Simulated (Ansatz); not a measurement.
Ansatz (a program for electronic structure) input (B3LYP-D3(BJ)/def2-TZVP):

Ansatz 0.2 input:
```yaml
crystal:
  periodic: [false, false, false]
  atoms:
    - {symbol: In, position_ang: [-0.59799817, -0.48547974, -0.82153446]}
    - {symbol: F, position_ang: [0.64286619, 0.47836348, 0.84096101]}
basis:
  gaussian:
    orbitals: def2-TZVP
hamiltonian:
  xc: b3lyp
  dispersion: d3bj
total_charge: 1
magnetization: {spin_polarized: true, initial_magnetization: 1}
relax: {f_tol: 0.002, max_steps: 150}
```

End of the output:

```
mean field -7885.51752721 eV, -289.7874241294 hartree, gradient 1.4e-5 eV, S^2 0.755477; 0 other end points of the search recorded, 0 dependent functions left out
the calculation of the forces begins
reference -7885.51770029 eV, -289.7874304897 hartree; 15, 14 occupied and 66, 67 virtual orbitals, 621 factors
relax step   5: F+E_penalty+E_count = -7885.54682042 eV  Δ(F+E_penalty+E_count) = -2.861e-3 eV  max|allowed force component| = 1.574e-3 eV/Å  Δτ_max = 0.0093 Å  (38 SCF iters, accepted)
integrals: 0.02 GiB planned
621 factors; their error is unknown
mean field: 0.24 GiB planned
mean field evaluation 64: about -7885.4663 eV, gradient 1.1e-1 eV
mean field -7885.51752721 eV, -289.7874241294 hartree, gradient 1.4e-5 eV, S^2 0.755477; 1 other end points of the search recorded, 0 dependent functions left out
the calculation of the forces begins
reference -7885.51770029 eV, -289.7874304897 hartree; 15, 14 occupied and 66, 67 virtual orbitals, 621 factors
Total energy: -7885.54699349 eV, -289.7885069950 hartree
Atom 0 at    -0.502842    -0.411567    -0.694045 Å, force     0.001175     0.000912     0.001574 eV/Å
Atom 1 at     0.547710     0.404450     0.713471 Å, force    -0.001175    -0.000912    -0.001574 eV/Å
Dipole moment:    -0.420966    -0.326986    -0.564005 e Å
```
